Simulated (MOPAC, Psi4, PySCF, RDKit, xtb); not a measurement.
Two geometries of C5H3NSSe, SMILES N#Cc1ccc([SeH])s1, relaxed at B3LYP-D3(BJ)/def2-SVP with one dihedral held; other torsions can differ between them too.

Structure A

```
11

N      3.5015     1.4494    -0.2814
C      2.4472     0.9675    -0.1888
C      1.1594     0.3897    -0.0757
C      0.8350    -0.9347     0.1525
C     -0.5648    -1.1682     0.1655
C     -1.3001    -0.0183    -0.0433
Se    -3.2003     0.0940    -0.0213
S     -0.2823     1.3698    -0.2480
H      1.5900    -1.7096     0.2860
H     -1.0168    -2.1503     0.3062
H     -3.2665     1.2648    -0.9181
```

Structure B

```
11

N     -3.4748     1.4554    -0.2774
C     -2.4236     0.9676    -0.1866
C     -1.1378     0.3798    -0.0763
C     -0.8347    -0.9587     0.1116
C      0.5620    -1.1977     0.1790
C      1.3107    -0.0456     0.0521
Se     3.2150     0.1053    -0.0018
S      0.3077     1.3507    -0.1736
H     -1.6006    -1.7296     0.1956
H      1.0122    -2.1807     0.3171
H      3.3740     0.3663     1.4463
```

Question: Which is lower in energy at the level DF-MP2 (frozen core)/cc-pVTZ // B3LYP-D3(BJ)/def2-SVP (Psi4 1.11), and by how much?

Answer: B is lower, by 4.29 kJ/mol (dihedral S8–C6–Se7–H11: 30° in A, 90° in B).

E(B) − E(A) in kJ/mol at the other levels, on the same two geometries: B3LYP/def2-SVP // B3LYP-D3(BJ)/def2-SVP (Psi4) -1.43; B3LYP-D3(BJ)/def2-SVP (Psi4) -1.11; PBE/def2-SVP // B3LYP-D3(BJ)/def2-SVP (Psi4) -0.23; PBE-D3(BJ)/def2-SVP // B3LYP-D3(BJ)/def2-SVP (Psi4) -0.09; HF/cc-pVTZ // B3LYP-D3(BJ)/def2-SVP (Psi4) -3.56; UFF // B3LYP-D3(BJ)/def2-SVP (RDKit) -19.96; PM6, restricted, heats of formation // B3LYP-D3(BJ)/def2-SVP (MOPAC) 3.42; PM7, restricted, heats of formation // B3LYP-D3(BJ)/def2-SVP (MOPAC) 3.65; GFN1-xTB // B3LYP-D3(BJ)/def2-SVP (xtb) 11.32; restricted B3LYP/6-31G*, spherical d, density fitting // B3LYP-D3(BJ)/def2-SVP (PySCF) -3.30; restricted Hartree-Fock/STO-3G // B3LYP-D3(BJ)/def2-SVP (PySCF) 4.95; restricted MP2 (frozen core)/3-21G // B3LYP-D3(BJ)/def2-SVP (PySCF) -7.10; restricted Hartree-Fock/3-21G, density fitting // B3LYP-D3(BJ)/def2-SVP (PySCF) -4.92.
